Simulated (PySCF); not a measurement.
## State search for CaF

Unrestricted PBE0; Ca def2-TZVP, F def2-TZVP; no relativity (PySCF 2.14). Outer shells of the fragments: Ca 4s2; F 2s2 2p5.

Followed along the bond (rough minima from three points):

```tsv
2Ms+1	unpaired	⟨S²⟩ at the start	R at minimum (Å)	Te (eV)
2	σ ↑	0.75	1.95	0.00
4	σ ↑, π ↑↑	3.75	none in the scan	≤ 7.28
```

Solutions found at the starting distance of 2.205 Å, counted from the lowest of them; the search is not exhaustive and high or unbound solutions are not listed, so other states can lie among these:

| 2Ms+1 | unpaired | term | E (eV) | ⟨S²⟩ | ⟨Lz²⟩ | μ (D) |
| --- | --- | --- | --- | --- | --- | --- |
| 2 | σ ↑ | ²Σ⁺ | 0.00 | 0.75 | 0.00 | -4.30 |
| 2 | π ↑ | ²Π | 1.77 | 0.75 | 1.00 | -4.46 |
| 2 | δ ↑ | ²Δ | 2.34 | 0.75 | 4.00 | -8.23 |
| 4 | σ ↑, π ↑↑ | mixed | 7.09 | 3.75 | 2.02 | 1.61 |
| 4 | σ ↑, π ↑↑ | mixed | 7.15 | 3.75 | 2.01 | 2.38 |
| 4 | σ ↑↑, π ↑ | ⁴Π | 7.32 | 3.75 | 1.09 | 4.30 |

A term symbol is given only where ⟨S²⟩ and ⟨Lz²⟩ are close to those of a pure state; real π, δ and φ orbitals otherwise mix terms. A positive dipole means Ca(−)F(+).

Counting both spins, an empty level lies below a filled one in some of these solutions, because spin and occupation are held.
